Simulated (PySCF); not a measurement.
**How methods differ on the excitation energy of Tc**

Tc [Kr] 4d5 5s2 (6S) → Tc [Kr] 4d5 5s1 6s1 (8S), as a difference of total energies. Computed with PySCF 2.14 in aug-cc-pVDZ-PP with ECP28MDF, with scalar relativity through the core potential. Correlated levels: valence: 4s2 4p6 frozen. The calculations carry no spin-orbit coupling.

| method | excitation energy (eV) |
| --- | --- |
| UHF | 3.316 |
| LDA | 4.796 |
| PBE | 4.351 |
| PBE0 | 4.229 |
| r2SCAN | 4.132 |
| HSE06 | 4.239 |
| B2PLYP | 4.733 |
| BLYP | 4.870 |
| M06-2X | 5.347 |
| MP2 (valence) | 4.344 |
| SCS-MP2 (valence) | 4.643 |

Task: How much does correlation contribute at MP2 (valence)?

Result: 4.344 − (3.316) = 1.028 eV, measured against UHF.

The promoted electron is Rydberg-like, and one or two diffuse shells describe it only roughly, which tends to raise the upper state.
